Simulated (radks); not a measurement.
Task: The mean radii <r> (bohr) of the occupied orbitals of an atom or ion are listed with their occupations. Method: Dirac Kohn-Sham, BLYP, spin-unpolarised, spherical densities, finite nucleus; Fermi nuclear charge, rms radius of each element as measured or else 0.836 A^(1/3) + 0.57 fm; computed with a radial shooting solver on a logarithmic mesh with Libxc functionals.

orbital  occ.      <r>
1s1/2       2  0.02457
2s1/2       2   0.1047
2p1/2       2  0.08794
2p3/2       4  0.09414
3s1/2       2   0.2783
3p1/2       2   0.2681
3p3/2       4   0.2803
3d3/2       4   0.2514
3d5/2       6   0.2552
4s1/2       2   0.6373
4p1/2       2   0.6561
4p3/2       4   0.6834
4d3/2       4   0.7389
4d5/2       6   0.7486
5s1/2       2    1.522
5p1/2       2    1.714
5p3/2       4    1.800
4f5/2       1    1.110
5d3/2       2    2.874
7d3/2       1    21.66

Name the element and its charge. Open shells, if any, fill j = l - 1/2 first.

Result: Z = 58, cerium, charge 0: Ce in [Xe] 4f1 5d2 7d1. The 1s radius gives Z: for a bare nucleus <r> = (2 gamma + 1)/(2Z) with gamma = sqrt(1 - (Z/c)^2), 0.02424 bohr for Z = 58, and screening makes it slightly larger (0.02457 here). The occupations add up to 58, and the charge is Z minus that.
